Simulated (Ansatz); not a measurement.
Breaking the B1–Br4 bond in BBrH2 (SMILES BBr) (multiplicity 1 held, fragments rigid). Energies count from the point at 1.903 Å.
Geometry at that point (charge 0, multiplicity 1):
```xyz
4

B     -0.84897    -1.29115     0.21121
H     -0.47172    -2.07375     1.01486
H     -1.82647    -1.42146    -0.44310
Br     0.18694     0.28431    -0.04651
```

R- and RO- levels are restricted; in cc, def2 and unpolarised 6-31G sets they are followed outwards from rest. Unrestricted levels (U-) break spin symmetry where that is lower. Active spaces are followed from a long bond inwards. Curves can end on different states.

Frozen-core correlation. Filled d and f shells under p-block atoms count as core.

Programs: Ansatz (a program for electronic structure). Values without a source in brackets are computed.

Energies in kcal/mol.

| R (Å) | U-HF/cc-pVDZ | R-MP2/cc-pVDZ | U-CCSD(T)/cc-pVDZ | FIC-NEVPT4(SD) on CASSCF(6,4)/cc-pVDZ | FIC-MRCISD on CASSCF(6,4)/cc-pVDZ | FIC-MRCISD+Q on CASSCF(6,4)/cc-pVDZ |
|---|---|---|---|---|---|---|
| 1.522 | 70.0 | 67.7 | 68.9 | 69.1 | 69.1 | 69.2 |
| 1.713 | 13.6 | 12.4 | 13.0 | 13.0 | 13.1 | 13.1 |
| 1.903 | 0.0 | 0.0 | 0.0 | 0.0 | 0.0 | 0.0 |
| 2.093 | 5.4 | 6.4 | 5.8 | 5.8 | 5.6 | 5.7 |
| 2.284 | 18.4 | 20.2 | 19.1 | 18.8 | 18.5 | 18.8 |
| 2.569 | 41.8 | 44.4 | 42.0 | 41.3 | 40.8 | 41.4 |
| 2.855 | 62.0 | 67.0 | 63.6 | 61.8 | 61.0 | 61.8 |
| 3.330 | 75.5 | 97.3 | 90.5 | 86.1 | 84.9 | 86.2 |
| 3.806 | 79.5 | 118.4 | 101.8 | 98.4 | 96.9 | 98.4 |
| 4.377 | 80.8 | 133.5 | 104.8 | 103.5 | 101.6 | 103.3 |
| 5.138 | 81.3 | 140.4 | 105.6 | 104.8 | 102.9 | 104.6 |
| 6.090 | 81.4 | 136.3 | 105.8 | 105.1 | 103.1 | 104.9 |

Doubts at one or more of the structures used: a spin-contaminated determinant (U-HF/cc-pVDZ, U-CCSD(T)/cc-pVDZ); a restricted determinant that unrestricted orbitals would lower (R-MP2/cc-pVDZ); T1 above 0.05 (U-CCSD(T)/cc-pVDZ); active orbitals that take no part (FIC-NEVPT4(SD) on CASSCF(6,4)/cc-pVDZ, FIC-MRCISD on CASSCF(6,4)/cc-pVDZ, FIC-MRCISD+Q on CASSCF(6,4)/cc-pVDZ).
